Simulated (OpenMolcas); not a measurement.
Pt6+ (d4) among equal point charges was computed by CASSCF with the d shell active (OpenMolcas, ANO-RCC-VDZP on the metal). Its lowest spin-free states, and all those of the highest spin:

```json
{"2S+1": "5", "Degeneracy": "1", "E (cm-1)": "0.0"}
{"2S+1": "5", "Degeneracy": "1", "E (cm-1)": "1028"}
{"2S+1": "5", "Degeneracy": "1", "E (cm-1)": "5820"}
{"2S+1": "5", "Degeneracy": "2", "E (cm-1)": "6338"}
{"2S+1": "3", "Degeneracy": "2", "E (cm-1)": "18118"}
{"2S+1": "3", "Degeneracy": "1", "E (cm-1)": "18448"}
{"2S+1": "3", "Degeneracy": "1", "E (cm-1)": "21674"}
{"2S+1": "3", "Degeneracy": "1", "E (cm-1)": "22166"}
{"2S+1": "3", "Degeneracy": "1", "E (cm-1)": "23017"}
{"2S+1": "3", "Degeneracy": "2", "E (cm-1)": "23288"}
{"2S+1": "3", "Degeneracy": "2", "E (cm-1)": "23476"}
{"2S+1": "3", "Degeneracy": "1", "E (cm-1)": "23795"}
```

Question: Is the site octahedral, tetrahedral or cube-like, axial, or of lower symmetry?

Answer: The states with 2S+1 = 5 have orbital degeneracies 1, 1, 1, 2. There are pairs but no triples, so the site is axial: not cubic, but with a proper or improper axis of order three or more. The run had Pt6+ among 6 point charges of -1.5 e arranged as a tetragonal octahedron (D4h), 1.91 Å from the ion, with the axial distance 1.948 Å.

Spin-orbit coupling mixes the spin-free states strongly: the lowest level takes only 17 % from its leading state, 5B1. Without dynamic correlation the repulsion within the d shell is too large (B by tens of per cent), so at a given field states of lower spin stand too high. Point charges give a weaker field than real ligands, and real ions of this kind are as a rule low spin; the high spin found here belongs to the model. Point charges carry no covalency, so the field is a model and not that of real ligands. No measured value stands beside these numbers.
